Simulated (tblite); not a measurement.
Compound: C₃H₁₁GeNSi.
Z-matrix (Å and degrees, GFN2-xTB geometry), rows numbered from 1:
```
C 
C   1  1.3220
C   2  1.4848  1  124.54
Ge  3  2.0002  2  110.11  1   101.28
N   4  1.8207  3  111.92  2   -62.03
Si  5  1.7312  4  125.14  3   -68.06
H   1  1.0768  2  122.03  3  -178.40
H   1  1.0781  2  121.56  3     2.46
H   2  1.0837  1  119.95  3   177.48
H   3  1.0908  2  110.83  1   -18.10
H   3  1.0902  2  110.64  1  -138.51
H   4  1.5066  3  111.67  2   179.16
H   4  1.5104  3  112.12  2    56.01
H   5  1.0086  4  113.69  3    80.72
H   6  1.4723  5  113.73  4    66.11
H   6  1.4624  5  105.89  4   -53.50
H   6  1.4627  5  105.10  4  -173.80
```

Method: GFN2-xTB as coded in tblite; computed harmonic values from a numerical Hessian at the method's own geometry, unscaled. Against measured fundamentals such values can be off by several per cent, at times by over 20. Modes of hydrogen on germanium and silicon can be 10 to 20 % off. One conformer, not necessarily the lowest.

Harmonic wavenumbers (cm⁻¹): 34.0, 56.4, 58.0, 92.0, 147.5, 171.6, 202.4, 373.4, 404.5, 439.7, 498.1, 517.4, 569.5, 600.6, 659.2, 675.5, 700.7, 744.1, 775.4, 802.7, 806.3, 814.6, 879.5, 910.5, 949.9, 1011.5, 1037.4, 1148.9, 1154.3, 1183.0, 1292.2, 1408.3, 1442.2, 1704.0, 1899.9, 1973.9, 2161.5, 2249.1, 2258.0, 2963.8, 2968.6, 3034.8, 3094.1, 3122.2, 3440.5.

A = 2131, B = 1318, C = 909.8 MHz; mass 162.987 u (most abundant isotopes); point group C1, symmetry number 1.

What is the zero-point energy?

Half the sum of the wavenumbers: 26716 cm⁻¹ = 319.59 kJ/mol.

What is S at 298.15 K and 1 bar for an ideal gas of classical rigid rotors and harmonic oscillators?

Translation 172.38, rotation 122.26, vibration 140.09: S = 434.7 J/(mol K).

And Cp and H(298.15 K) − H(0)?

Cp = 165.95 J/(mol K), of which vibrations give 132.69 (their classical limit is 45 R = 374.2); H(298.15 K) − H(0) = 30.51 kJ/mol without the zero-point energy, 20.59 from vibrations.

Blend soft modes into free rotors: weight 1/[1 + (100 cm⁻¹/ν̃)⁴] for the oscillator and the rest for a rotor with moment μB/(μ + B), μ = h/(8π²ν), B = 10⁻⁴⁴ kg m². What vibrational entropy results?

122.81 J/(mol K) in place of 140.09, which changes −T·S at 298.15 K by +5.15 kJ/mol.

How do the functions run with temperature in this model?

| T (K) | S (J/(mol K)) | Cp (J/(mol K)) | H − H(0) (kJ/mol) | G − H(0) (kJ/mol) | ln q(vib) |
| --- | --- | --- | --- | --- | --- |
| 50 | 257.6 | 63.6 | 2.37 | -10.52 | 1.00 |
| 100 | 308.2 | 83.2 | 6.07 | -24.75 | 2.70 |
| 373.15 | 475.1 | 194.5 | 44.06 | -133.24 | 10.61 |
| 500 | 537.7 | 233.1 | 71.29 | -197.56 | 14.02 |
| 750 | 642.8 | 284.9 | 136.56 | -345.57 | 20.29 |
| 1000 | 729.7 | 318.4 | 212.25 | -517.46 | 25.96 |

q(vib) and H(0) count from the zero-point level.

Which modes carry the vibrational entropy at 298.15 K?

34.0 cm⁻¹: 23.35; 56.4 cm⁻¹: 19.16; 58.0 cm⁻¹: 18.93; 92.0 cm⁻¹: 15.13; 147.5 cm⁻¹: 11.31; 171.6 cm⁻¹: 10.12 J/(mol K); the other 39 give 42.08 together.

Hindered rotation and anharmonicity are outside this model. Other conformers, if any are populated, would add a mixing term that is left out. The structure is chiral; the term R ln 2 for an equal mix with its mirror image is left out.
